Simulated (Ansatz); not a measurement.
CH4FGeS, SMILES `[CH3][Ge]([F])[SH]` radical, relaxed with UKS PBE0-D4/def2-TZVP in the Gaussian-basis code of Ansatz from a PBE-D4/def2-SVP geometry. The force threshold is 0.005 eV/Å; the program also tests the step.

Total charge 0; spin multiplicity 2.

Start:

```xyz
8

C    -0.766    0.288   -1.051
Ge    0.862    0.243    0.086
F     0.664    1.549    1.279
S     0.801   -1.716    1.232
H    -0.797   -0.623   -1.681
H    -1.645    0.320   -0.376
H    -0.751    1.188   -1.695
H     1.633   -1.250    2.207
```

```
        step  energy (eV)  largest force (eV/Å)  largest move (Å)
           1  -71161.1652                 0.697             0.000
           2  -71161.2047                 0.228             0.037
           3  -71161.2072                 0.093             0.060
           4  -71161.2107                 0.041             0.045
           5  -71161.2109                 0.023             0.009
           6  -71161.2113                 0.017             0.034
           7  -71161.2114                 0.034             0.026
           8  -71161.2115                 0.031             0.010
9 (rejected)  -71161.2115                 0.036             0.007
          10  -71161.2115                 0.009             0.004
          11  -71161.2115                 0.002             0.004
```

End:

```xyz
8

C    -0.758    0.285   -1.046
Ge    0.820    0.220    0.114
F     0.638    1.548    1.247
S     0.744   -1.671    1.294
H    -0.780   -0.596   -1.688
H    -1.642    0.304   -0.406
H    -0.728    1.186   -1.658
H     1.706   -1.276    2.143
```

Hardware: 4 threads of a server CPU on a shared host. Wall time 65 s, peak host memory 0.62 GiB.
